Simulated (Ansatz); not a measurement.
The same carbene extrusion along the group C, Si, Ge.

Gas-phase electronic energies from Ansatz, PBE0-D4/def2-TZVP geometries. CCSD(T)/CBS is the MP2 limit (def2-TZVPP, def2-QZVPP) plus CCSD(T) − MP2 in def2-TZVPP, frozen cores. Small cases extrapolate CCSD(T) itself. DFT in def2-TZVPP. For Ge outer-core shells are correlated without core-valence functions, which leaves a few kJ/mol of doubt a bond. Scalar relativity is left out up to krypton.

```
                     reaction  CCSD(T)/CBS(def2) (kJ/mol)
          `CF` → `[CH]F` + H₂                         420
    `F[SiH3]` → `F[SiH]` + H₂                         224
`[F][GeH3]` → `[F][GeH]` + H₂                           ?
```

Problem. Fill in the missing values. (Best estimate.)

Solution. Ansatz gave: `[F][GeH3]` → `[F][GeH]` + H₂: +131.4 kJ/mol.

Largest T1 diagnostic: 0.018, for `[CH]F`.

Extrapolated directly: `CF` → `[CH]F` + H₂; `F[SiH3]` → `F[SiH]` + H₂.
